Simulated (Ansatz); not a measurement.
Stepwise reaction of `N[Si](N)(O)O` with hydrogen, as a gas-phase model of exchange steps in deposition or etching. ΔE in kJ/mol; ΔG adds harmonic PBE0-D4 terms to CCSD(T)/CBS, at 1 bar.

Computed with Ansatz on PBE0-D4/def2-TZVP structures; ΔE is electronic, products minus reactants. CBS: MP2 limit from def2 TZ/QZ plus the TZ coupled-cluster correction, frozen cores. This one scheme is used for every species. DFT in def2-TZVPP. B3LYP here is the variant with VWN-RPA as its local correlation; programs differ in this. Each species was taken in one conformer, which may not be the lowest.

```csv
step,reaction,PBE-D4,B3LYP-D4,ωB97M-V,CCSD(T)/CBS,ΔG(600 K)
1,`N[Si](N)(O)O` + H₂ → `N[SiH](N)O` + H₂O,90.9,98.9,99.8,95.7,98.9
```

Problem. Give the row of step 2, `N[SiH](N)O` + H₂ → `N[SiH2]N` + H₂O. (An estimate is asked.)

Solution. The calculation gave: 
```json
{"step": "2", "reaction": "`N[SiH](N)O` + H₂ → `N[SiH2]N` + H₂O", "PBE-D4": "93.8", "B3LYP-D4": "99.6", "ωB97M-V": "101.0", "CCSD(T)/CBS": "97.9", "ΔG(600 K)": "92.2"}
```

Problem. By hand: ΔE of the 2 steps together at CCSD(T)/CBS.

Solution. (95.7) + (97.9) = 193.6 kJ/mol, or 96.8 kJ/mol a step.

In ΔE the steps differ by no more than 2.2 kJ/mol. All are uphill at CCSD(T)/CBS. ΔG lies between 92.2 and 98.9 kJ/mol a step. PBE-D4 differs from CCSD(T)/CBS by -4.8 to -4.1 kJ/mol a step. Isolated molecules leave out the surface, adducts and barriers. Largest T1 diagnostic: 0.010.
